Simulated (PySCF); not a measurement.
# Worked example: oscillator strength and radiative lifetime

C4H10S, SMILES C(SCC)C.

Geometry: PBE0-D3(BJ)/def2-SVP. The values are those of a single conformer.

PySCF 2.14.0 with TDA-ωB97X/def2-SVPD puts the first singlet state with f over 0.02 at 6.68 eV (vertical), with the transition dipole (-0.237, -0.379, -0.322) in atomic units.

Question: Find the oscillator strength, the wavelength and the radiative lifetime that this transition would have in vacuum if emission retraced absorption.

Answer: 
|μ|² = 0.3035 au, so |μ| = 1.40 D. ΔE = 6.68/27.211 = 0.2455 hartree. f = (2/3) ΔE |μ|² = 0.050 (the program prints 0.050).
λ = 1239.84/6.68 = 186 nm; ν = 53878 cm⁻¹.
Einstein's coefficient A = 0.6670 ν² f s⁻¹ (ν in cm⁻¹) = 9.6e7 s⁻¹, so τ = 1/A = 10 ns. This state is S2; the lower singlet has f = 0.000. The figure is the radiative limit of this one transition; relaxation, internal conversion, crossing to triplets and a medium change what is measured.
